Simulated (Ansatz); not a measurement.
Input file for Ansatz (a first-principles code): R-HF/def2-TZVPP on HISi (SMILES [SiH]I), atoms moved off the minimum. Elements past Kr take the def2 small-core potentials; no spin–orbit coupling.

Ansatz 0.2 input:
```yaml
crystal:
  periodic: [false, false, false]
  atoms:
    - {symbol: Si, position_ang: [-1.10670315, -0.95261492, 1.32411490]}
    - {symbol: H, position_ang: [-2.08051862, -1.36461490, 0.16475383]}
    - {symbol: I, position_ang: [0.31650863, 0.27458445, -0.35865696]}
basis:
  gaussian:
    orbitals: def2-TZVPP
hamiltonian:
  xc: {name: HF}
scf: {lower_state_search: off}
output: {forces: true}
```

It printed:

```
WARN ansatz: RAYON_NUM_THREADS=1 ignored (pool sized by the plan → 1); use --threads N
Functional definition: HF
these checks for a lower state are left out or cut short: stability, starts, cluster_reference, orbital_swaps, neighbouring_geometries, increment
integrals: 0.03 GiB planned
872 factors; their error is unknown
mean field: 0.21 GiB planned
mean field evaluation 1: about -15948.6232 eV, gradient 1.1e1 eV
mean field evaluation 2: about -15949.1277 eV, gradient 6.4e0 eV
mean field evaluation 4: about -15949.2459 eV, gradient 6.0e-1 eV
mean field evaluation 8: about -15950.4493 eV, gradient 2.8e0 eV
mean field evaluation 16: about -15950.4540 eV, gradient 9.3e-7 eV
mean field -15950.45399824 eV, -586.1683728294 hartree, gradient 9.3e-7 eV, S^2 0.000000; 0 other end points of the search recorded, 0 dependent functions left out
the calculation of the forces begins
reference -15950.45399824 eV, -586.1683728294 hartree; 20, 20 occupied and 86, 86 virtual orbitals, 872 factors
Total energy: -15950.45399824 eV, -586.1683728294 hartree
Atom 0 at    -1.106703    -0.952615     1.324115 Å, force    -0.424627    -0.045558    -1.230010 eV/Å
Atom 1 at    -2.080519    -1.364615     0.164754 Å, force     0.437955     0.109149     0.932773 eV/Å
Atom 2 at     0.316509     0.274584    -0.358657 Å, force    -0.013328    -0.063591     0.297236 eV/Å
Dipole moment:    -0.234402    -0.190161     0.212548 e Å
Checks for a lower state left out: stability, starts, cluster_reference, orbital_swaps, neighbouring_geometries, increment
```

Self-consistency was reached.

Cost: very roughly 1.4 core-seconds.
